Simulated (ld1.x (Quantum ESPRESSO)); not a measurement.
osmium, TM: configuration errors across variants

| Item | Value |
| --- | --- |
| Element | osmium |
| Generator | ld1.x (Quantum ESPRESSO) 7.5 |
| Type | norm-conserving Troullier–Martins (Kleinman–Bylander form) |
| Functional | LDA (PZ) |
| Relativity | scalar-relativistic |
| Frozen core | [Xe] 4f14 |
| Valence charge | 8 |
| Reference configuration | 5d6 6s1.5 6p0 (charge +0.5) |
| Partial waves | 6s (bound): rc 2.55 bohr; 6p (bound, empty): rc 2.60 bohr; 5f channel at 0.05 Ry: rc 2.75 bohr; 5d (bound): rc 2.40 bohr |
| Local potential | the d channel |
| Core correction | none |

All-electron excitation energies from the reference (eV): (1) 5d6 6s2 6p0 -4.045; (2) 5d6 6s1 6p0 5.818; (3) 5d6 6s0 6p0 23.102; (4) 5d6 6s0 6p2 6.585; (5) 5d7 6s0 6p0 5.352; (6) 5d6 6s1 6p1 1.098; (7) 5d6 6s1.5 6p0 spin -2.408; (8) 5d6 6s2 6p0 spin -6.065.

Spin tests fill each open shell by Hund’s rule, majority spin first.

Tests that are not counted but printed errors over 1 eV. “base”: 5d5 6s2 6p1 (solver errors, printed error -2.1 eV). “all radii scaled by about 1.04 (s 2.66, p 2.72, d 2.50, f 2.86 bohr)”: 5d6 6s0 6p2 (solver errors, printed error -343 eV); 5d5 6s2 6p1 (solver errors, printed error -2.6 eV). “all radii scaled by about 1.11 (s 2.82, p 2.88, d 2.66, f 3.04 bohr)”: 5d6 6s1 6p1 (solver errors, printed error -1.6 eV); 5d5 6s2 6p1 (solver errors, printed error -2.6 eV).

A true bound ghost makes a file unfit for plane-wave use even where its test errors are small: the radial tests pick states by their node count and pass the ghost by. Where a test does run into it, the solver fails or the error is huge.

Errors AE − PS in meV (a dash: test not solved or not reliable):

| change | (1) | (2) | (3) | (4) | (5) | (6) | (7) | (8) | bound ghosts |
| --- | --- | --- | --- | --- | --- | --- | --- | --- | --- |
| base | +2.1 | -0.7 | +11 | -2.2 | -40 | -0.1 | +1863 | +1757 | s, p |
| all radii scaled by about 0.77 (s 1.96, p 2.00, d 1.84, f 2.10 bohr) | +2.6 | 0.0 | +19 | +0.7 | -22 | +1.4 | +1869 | +1765 | s, p |
| all radii scaled by about 0.82 (s 2.08, p 2.12, d 1.96, f 2.24 bohr) | +2.3 | -0.5 | +13 | -0.3 | -38 | +0.8 | +1871 | +1766 | s, p |
| all radii scaled by about 0.91 (s 2.32, p 2.38, d 2.18, f 2.50 bohr) | +2.1 | -0.8 | +10 | +1.3 | -46 | +0.4 | +1869 | +1766 | s, p |
| all radii scaled by about 1.04 (s 2.66, p 2.72, d 2.50, f 2.86 bohr) | +2.2 | -0.8 | +10 | – | -33 | -0.7 | +1855 | +1747 | s, p |
| all radii scaled by about 1.11 (s 2.82, p 2.88, d 2.66, f 3.04 bohr) | +2.2 | -0.8 | +7.7 | +17 | -15 | – | +1844 | +1730 | f, s, p |
| all radii scaled by about 1.17 (s 2.98, p 3.04, d 2.80, f 3.20 bohr) | +2.2 | -1.1 | +2.3 | -5.9 | +5.2 | -2.0 | +1827 | +1707 | s, f |
| all radii scaled by about 1.26 (s 3.22, p 3.28, d 3.02, f 3.46 bohr) | +1.6 | -2.3 | -15 | -20 | +45 | -3.4 | +1792 | +1658 | s |
| all radii scaled by about 1.32 (s 3.36, p 3.42, d 3.16, f 3.62 bohr) | +0.7 | -3.9 | -35 | -32 | +76 | -4.8 | +1761 | +1615 | s |
| all radii scaled by about 1.39 (s 3.56, p 3.62, d 3.34, f 3.84 bohr) | -0.8 | -6.1 | -64 | -43 | +111 | -6.0 | +1723 | +1564 | s |

(1) Give the same row for: all radii scaled by about 0.97 (s 2.46, p 2.52, d 2.32, f 2.66 bohr).

## Answers

(1) +2.1, -0.8, +10, -0.5, -43, +0.1, +1865, +1761; bound ghosts: s, p. Not counted: 5d5 6s2 6p1 (solver errors, printed error -2.3 eV).
